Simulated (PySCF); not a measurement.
**Sulfur: a sound run and one with changed settings**

Sound run: S⁺ [Ne] 3s2 3p3, S²⁺ [Ne] 3s2 3p2. Calculation: PySCF 2.14, in def2-TZVP; the non-relativistic Hamiltonian (point nucleus). In the sound run the correlated levels freeze [Ne]. The sound run starts from symmetry-adapted Hartree-Fock orbitals and uses a fine grid where one is needed.

A second run was set up differently.

```
species   method  sound run (hartree)  changed run (hartree)  converged
     S⁺      MP2           -397.25032             -397.18296        yes
     S⁺  CCSD(T)           -397.27393             -397.19004        yes
    S²⁺      MP2           -396.39321             -396.33467        yes
    S²⁺  CCSD(T)           -396.41784             -396.33768        yes
```

Ionisation energy of S⁺:

```csv
method,sound run (eV),changed run (eV)
UHF,22.720,22.720
MP2,23.323,23.083
SCS-MP2,23.140,22.841
CCSD,23.258,23.187
CCSD(T),23.295,23.194
```

Task: What was changed?
A. basis contracted for another Hamiltonian
B. a valence shell is frozen
C. level shift left on
D. minimal basis

Result: B. Freezing a valence shell removes pair correlation that changes on ionisation.
